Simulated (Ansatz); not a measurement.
Job for Ansatz (a program for electronic structure): U-B3LYP-D3(BJ)/def2-TZVP on HOS (SMILES O[S]).

Ansatz 0.2 input:
```yaml
crystal:
  periodic: [false, false, false]
  atoms:
    - {symbol: O, position_ang: [-0.29150000, -0.08750000, -0.44440000]}
    - {symbol: S, position_ang: [-0.29150000, -0.08750000, 1.18560000]}
    - {symbol: H, position_ang: [0.58300000, 0.17490000, -0.74110000]}
basis:
  gaussian:
    orbitals: def2-TZVP
hamiltonian:
  xc: b3lyp
  dispersion: d3bj
magnetization: {spin_polarized: true, initial_magnetization: 1}
relax: {f_tol: 0.001, max_steps: 120}
accuracy: high
```

Problem. Predict the final total energy.

Solution. -474.0263 hartree.

Problem. How many basis functions does it have, and what does it roughly cost on one machine?

Solution. 74 functions; very roughly 20 core-seconds.
